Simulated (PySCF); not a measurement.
These compounds are isomers of formula C₈H₉P.

A. `c1ccc(C2CC2)pc1`
B. SMILES C=Cc1ccpcc1C
C. `InChI=1S/C8H9P/c1-3-8-5-4-7(2)6-9-8/h3-6H,1H2,2H3`

Spectrum 1. $^{13}$C{$^{1}$H} NMR (computed): δ 164.8 (CH), 162.3 (CH), 146.0 (CH), 145.7 (C), 143.4 (C), 136.8 (CH), 124.6 (CH2), 26.5 (CH3).

Spectrum 2. $^{13}$C{$^{1}$H} NMR (computed): δ 191.0 (C), 164.1 (CH), 138.3 (CH), 135.9 (CH), 133.8 (CH), 25.0 (CH), 21.8 (CH2).

Spectrum 3. $^{13}$C{$^{1}$H} NMR (computed): δ 171.1 (C), 163.1 (CH), 147.8 (C), 146.1 (CH), 136.5 (CH), 133.0 (CH), 115.6 (CH2), 26.4 (CH3).

- shieldings: GIAO PBE0/pcSseg-1
- PBE0-D3(BJ)/def2-SVP geometry
- code: PySCF 2.14
- equivalent nuclei averaged, relativity neglected, gas phase, a single conformation

Shifts are taken against calculated references (same method and geometry level): $^{13}$C (184.41 ppm) vs TMS. Splittings of carbon signals by F and P are missing where no couplings were computed. Shifts are as computed. Against solution values, carbons near 30 ppm lie about +2 ppm off and those near 130 ppm about +5 ppm. Of 1313 compounds with measured shifts, 239 miss one by over three times the rms of a fit or turn the order of signals round; such compounds aren't used in these exercises.

Q: Which spectrum belongs to which compound?

A: 1–B, 2–A, 3–C.

- Spectrum 1 (B): 8 $^{13}$C signals; δC 146.0 is an alkene CH; δC 136.8 is an aromatic CH.
- Spectrum 2 (A): 7 $^{13}$C signals; δC 138.3 is an aromatic CH; δC 135.9 is an aromatic CH.
- Spectrum 3 (C): 8 $^{13}$C signals; δC 146.1 is an alkene CH; δC 136.5 is an aromatic CH.
